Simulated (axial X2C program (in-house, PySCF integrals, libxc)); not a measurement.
**VH⁺: from Re and ωe to a spectrum**

A bond curve at the CCSD(T) level, with spin–orbit coupling, was computed with an axial X2C code built on PySCF integrals (basis V dyall-cv3z [10s10p6d4f2g], H dyall-v3z [6s2p1d] (cores contracted in-house)) for the state Ω = 1/2 (⟨Sz⟩ = -1.50, ⟨Lz⟩ = 2.00 at HF). Its fit gives Re = 1.6614 Å, ωe = 1792.7 cm⁻¹, ωexe = 24.7 cm⁻¹ and αe = 1.341e-01 cm⁻¹; the masses are 50.9440 and 1.0078 u. Two-component means X2C with spin–orbit coupling and atomic mean-field Coulomb and Gaunt terms.

Correlated methods: 5 electrons correlated (number of frozen shells: V 3 s, 2 p; H none), 213 virtual spin orbitals or spinors in MP2, 67 natural virtuals in coupled cluster.

(1) Find the reduced mass, Be and the force constant.

(2) Scale the constants to the deuteride (D 2.0141 u) within the Born–Oppenheimer picture.

(3) A Morse curve ties αe to the other constants (Pekeris). How well does that hold?

(4) Where do the fundamental and the first overtone lie?

(5) Estimate the centrifugal constant by the Kratzer relation.

The state is one determinant whose occupation by symmetry is held fixed; it was picked as the lowest of a PBE0 search that is not exhaustive. CCSD and (T) use frozen natural virtuals with an MP2 correction for the truncation; (T) itself is uncorrected, so its De runs slightly low. Other states lie close and PBE0, whose exact exchange favours high spin, may order them wrongly; the determinant shown need not be the ground state. The nearest other 2c determinant of the search, Ω = 7/2, lies 0.04 eV up at the distance of the search. With several unpaired electrons one determinant need not be a pure state. The outer-core s and p shells of the metal are frozen in the correlated rows, which leaves out core–valence correlation; for alkali and alkaline-earth bonds that tends to lengthen them.

Results:

(1) From the CCSD(T) values: μ = 0.9882 u. Be = 16.8576/(μ Re²) = 6.18 cm⁻¹. k = 5.8918×10⁻⁷ μ ωe² = 1.87 mdyn/Å.

(2) ρ = √(μH/μD) = 0.7142; ωe = 1280.3, ωexe = 12.6, Be = 3.152 cm⁻¹; the zero-point energy falls by 253 cm⁻¹.

(3) αe(Morse) = 6Be²/ωe × (√(ωexe/Be) − 1) = 1.277e-01 cm⁻¹; the CCSD(T) curve gives 1.341e-01 cm⁻¹, a ratio of 0.95.

(4) ν(1←0) = ωe − 2ωexe = 1743.3 cm⁻¹; ν(2←0) = 2ωe − 6ωexe = 3437.2 cm⁻¹.

(5) D = 4Be³/ωe² = 2.94e-04 cm⁻¹.
